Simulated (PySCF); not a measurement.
Stepwise substitution at one centre (Ge Cl-SH). Gas-phase values, no solvent. One relaxed conformer stands for each flexible species; it need not be the lowest. Strings in code marks are SMILES.

The T1 excitation (TDA) from two functionals at the same geometries (PBE0-D3(BJ)/def2-TZVP), both in PySCF: PBE-D3(BJ)/def2-TZVP and ωB97X-D3(BJ)/def2-TZVP. Excitations are Tamm–Dancoff values on a coarser integration grid. The basis has no diffuse functions, so Rydberg states are missing or too high.

| species | ωB97X-D3(BJ)/def2-TZVP (eV) |
|---|---|
| 1 of 4 Cl replaced by SH (`[SH][Ge]([Cl])([Cl])[Cl]`) | 5.04 |
| 2 of 4 Cl replaced by SH (`[SH][Ge]([SH])([Cl])[Cl]` (H–S–Ge–Cl torsion -83°, Cl–Ge–S–H torsion -178°)) | 5.09 |
| 3 of 4 Cl replaced by SH | 4.97 |
| 4 of 4 Cl replaced by SH | 4.87 |

### Question
What does PBE-D3(BJ)/def2-TZVP give for each?

### Answer

- 1 of 4 Cl replaced by SH (`[SH][Ge]([Cl])([Cl])[Cl]`): 3.94
- 2 of 4 Cl replaced by SH (`[SH][Ge]([SH])([Cl])[Cl]` (H–S–Ge–Cl torsion -83°, Cl–Ge–S–H torsion -178°)): 4.00
- 3 of 4 Cl replaced by SH: 3.86
- 4 of 4 Cl replaced by SH: 3.69
Over these rows, drawn at random from the members with no instability flagged (it was tested for open shells, ions and some series alone), PBE minus ωB97X-D3(BJ): mean -1.12 eV, from -1.18 eV to -1.10 eV.
